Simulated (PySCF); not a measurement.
C3H5, SMILES C=[C]C, multiplicity 2. Atoms are numbered in the order given.

```xyz
8

C     -0.0971    -1.3394     0.0000
C      0.3784    -0.1245     0.0000
C     -0.0757     1.2672     0.0000
H      0.5414    -2.2167     0.0000
H     -1.1741    -1.5291     0.0000
H     -1.1740     1.3204     0.0000
H      0.2865     1.8026    -0.8810
H      0.2865     1.8026     0.8810
```
Charge 0, spin multiplicity 2.

Coordinates come from a B3LYP-D3(BJ)/def2-TZVP optimisation. The isomer is the one that the SMILES or the coordinates give; other isomers of the formula were not compared.

Two levels are set side by side: PBE/pcH-1 (PySCF) and B3LYP/pcH-1 (PySCF). Contact hyperfine couplings, same geometry. Differences are taken from unrounded values.

```
quantity                      B3LYP
----------------------------  -----
A(iso) of 13C, atom C1 (MHz)    0.2
A(iso) of 13C, atom C2 (MHz)  286.8
A(iso) of 13C, atom C3 (MHz)   22.1
A(iso) of 1H, atom H4 (MHz)   101.1
A(iso) of 1H, atom H5 (MHz)   168.6
A(iso) of 1H, atom H6 (MHz)   135.2
A(iso) of 1H, atom H7 (MHz)    24.0
A(iso) of 1H, atom H8 (MHz)    24.0
```

What does PBE give, and how far is it from B3LYP? (The exact figures need the calculation; the answer reports its results.)


```tsv
quantity	PBE	PBE minus B3LYP
A(iso) of 13C, atom C1 (MHz)	4.3	4.1
A(iso) of 13C, atom C2 (MHz)	265.1	-21.7
A(iso) of 13C, atom C3 (MHz)	22.4	0.3
A(iso) of 1H, atom H4 (MHz)	99.0	-2.1
A(iso) of 1H, atom H5 (MHz)	166.2	-2.4
A(iso) of 1H, atom H6 (MHz)	132.3	-2.9
A(iso) of 1H, atom H7 (MHz)	22.4	-1.6
A(iso) of 1H, atom H8 (MHz)	22.4	-1.6
```

Rough cost on one machine, each run with all the roots and properties that it gave: B3LYP against PBE within a factor of 2.
